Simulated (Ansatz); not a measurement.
The first iterations of a band of FH + H4Sn (7 atoms, charge 0, multiplicity 1).

All numbers below come from RKS PBE-D4/def2-TZVP in Ansatz 0.2.0.

```json
{"movable images": "5", "climbing image": "yes", "spring": "5.0 eV/Å²", "optimiser": "quadratic models (default)", "start path": "through a guess of the saddle point", "force threshold": "0.05 eV/Å", "iteration limit": "60", "end points": "relaxed"}
```

Image 0:

```xyz
7
Properties=species:S:1:pos:R:3
Sn -0.721 -0.460 -0.395
H 0.988 -0.489 -0.092
H -1.067 -1.814 -1.386
H -1.529 -0.576 1.108
H -1.097 1.003 -1.198
H 1.621 0.775 0.737
F 1.805 1.561 1.226
```

Image 6:

```xyz
7
Properties=species:S:1:pos:R:3
Sn -0.969 0.194 -0.429
H 2.248 -1.041 1.128
H -0.346 -1.025 -1.461
H -1.424 -0.374 1.124
H -2.139 1.204 -1.172
H 2.083 -0.340 0.905
F 0.547 1.382 -0.095
```

| iteration | highest image above the first end (eV) | largest band force component (eV/Å) |
| --- | --- | --- |
| 1 | 1.138 | 1.681 |
| 2 | 1.070 | 2.157 |
| 3 | 0.954 | 1.075 |
| 4 | 0.867 | 0.606 |
| 5 | 0.865 | 1.221 |

Question: Does the band converge within its limit, and where does its top end?

Answer: The run converged. It ended after 16 iterations with the highest image 1.002 eV above the first end. A vibrational analysis at the climbing image gives one clearly imaginary mode, 950i cm⁻¹: a first-order saddle point. The orbitals stay closed-shell, which can raise the energy where a bond breaks towards radicals; this wasn't checked here.

The run took 2 min on 2 threads of Intel(R) Xeon(R) Platinum 8259CL CPU @ 2.50GHz (Skylake/Cascade Lake), with other jobs on the host, peak memory 0.18 GiB.
